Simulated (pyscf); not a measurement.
## H₂N–Sn(NH₂)(NH₂)–NH₂ (SMILES [NH2][Sn]([NH2])([NH2])[NH2]), singlet

Gas-phase minimum from PySCF at ωB97X-D3(BJ)/def2-SVP, one conformer. 

SMILES: [NH2][Sn]([NH2])([NH2])[NH2]
```xyz
13

N     -0.8015     1.0948    -2.5654
Sn    -0.6319     0.1354    -0.7859
N     -0.1448    -1.8241    -0.9829
N      0.7974     1.2182     0.1627
N     -2.3786     0.0532     0.2424
H      0.0914     1.2510    -3.0299
H     -1.4220     0.6349    -3.2287
H      0.7674    -1.9854    -1.4053
H     -0.1787    -2.3415    -0.1063
H      0.9599     0.9384     1.1279
H      0.6201     2.2211     0.1541
H     -2.8332     0.9559     0.3637
H     -3.0593    -0.5874    -0.1621
```

Bonded distances (Å): N1–Sn2 2.029, N1–H6 1.018, N1–H7 1.018, Sn2–N3 2.029, Sn2–N4 2.029, Sn2–N5 2.029, N3–H8 1.018, N3–H9 1.019, N4–H10 1.018, N4–H11 1.018, N5–H12 1.018, N5–H13 1.018. Bond angles (°): Sn2–N1–H6 113.5, Sn2–N1–H7 114.1, H6–N1–H7 107.8, N1–Sn2–N3 113.1, N1–Sn2–N4 102.5, N1–Sn2–N5 113.1, N3–Sn2–N4 113.1, N3–Sn2–N5 102.5, N4–Sn2–N5 113.0, Sn2–N3–H8 114.1, Sn2–N3–H9 113.5, H8–N3–H9 107.8, Sn2–N4–H10 114.1, Sn2–N4–H11 113.5 (the first ones only).

Properties at ωB97X-D3(BJ)/def2-SVP:

```yaml
harmonic_wavenumbers_unscaled: 112, 123, 123, 125, 166, 181, 185, 185, 232, 521, 525, 525, 540, 623, 634, 634, 641, 808, 808, 831, 872, 1547, 1547, 1550, 1553, 3570, 3571, 3571, 3571, 3666, 3666, 3666, 3666 cm⁻¹
zero_point_energy: 63.7 kcal/mol
rotational_symmetry_number: 2
Entropy of this conformer at 298 K and 1 atm, rigid rotor and harmonic oscillator, modes under 100 cm⁻¹ raised to 100: 400.3 J/(mol K)
dipole_moment: 0.00 D
```

Single-point totals, which compare only within one level:

```
level                   total energy (hartree)
----------------------  ----------------------
ωB97X-D3(BJ)/def2-TZVP              -438.41783
PBE/def2-TZVP                       -437.98142
r²SCAN/def2-TZVP                    -438.21194
B3LYP-D3(BJ)/def2-TZVP              -438.34918
PBE0-D3(BJ)/def2-TZVP               -438.01070
M06-2X/def2-TZVP                    -438.09970
ωB97M-D3(BJ)/def2-TZVP              -438.35088
```

Soft torsions are taken as harmonic, which can shift the entropy by several J/(mol K). Elements past Kr carry the def2 core potentials, without spin-orbit coupling.
